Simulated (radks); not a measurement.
Species: the arsenic ion As5+. Configuration: [Ar] 3d10.

Method: scalar-relativistic Kohn-Sham, SCAN, spin-polarised, spherical densities, finite nucleus; meta-GGA in the generalised Kohn-Sham scheme; Fermi nuclear charge, rms radius 4.0968 fm; computed with a radial shooting solver on a logarithmic mesh with Libxc functionals.

Energy parts (hartree):
total: -2255.17722
kinetic: 2298.81894
electron-nucleus: -5365.78242
Hartree: 894.29011
exchange-correlation: -82.50385

Orbitals (lengths in bohr, moments of r in powers of bohr; r(90%) holds 90 % of the orbital's charge):
orbital  occ.  eigenvalue (hartree)      <r>  r(90%)
1s          2             -434.4078  0.04550  0.0813
2s          2             -57.61946   0.2025   0.313
2p          6             -50.74768   0.1772   0.289
3s          2              -9.66717   0.5963   0.889
3p          6              -7.50845   0.6141   0.939
3d         10              -3.96735   0.6587    1.09

The highest occupied level is 3d at -107.96 eV. The electron density at the nucleus is 3.593e+04 e/bohr^3 (large components only). For comparison, the ionisation energy in NIST's Atomic Spectra Database is 121.2 eV (measured). In exact Kohn-Sham theory the highest level is minus the ionisation energy, but local and semilocal functionals leave it too shallow, through self-interaction and a potential that decays too fast; potentials with the right tail come closer. Summed over all electrons, <r^2> = 9.187 bohr^2, which gives a Langevin (diamagnetic) susceptibility term of -7.28 x 10^-6 cm^3/mol. The density falls to 0.001 e/bohr^3 at r = 2.16 bohr.

Empty levels of this run are not shown, since the potential may be unsettled where no density lies.
